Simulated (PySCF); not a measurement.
## How methods differ on the ionisation energy of Tc

Tc [Kr] 4d5 5s2 (6S) → Tc⁺ [Kr] 4d5 5s1 (7S), as a difference of total energies. Calculation: PySCF 2.14, in ANO-RCC-VTZP; scalar relativity by spin-free X2C-1e. Correlated levels: valence: [Kr] frozen. The calculations carry no spin-orbit coupling.

```tsv
method	ionisation energy (eV)
UHF	5.545
MP2 (valence)	6.669
SCS-MP2 (valence)	6.915
CCSD (valence)	6.796
CCSD(T) (valence)	6.891
```

Q: How much does correlation contribute at CCSD(T) (valence)?

A: 6.891 − (5.545) = 1.346 eV, measured against UHF.

Errors of the correlated levels include the incompleteness of this basis and the frozen core.

For comparison: 7.119 eV (measured; NIST Atomic Spectra Database, ionization energies).
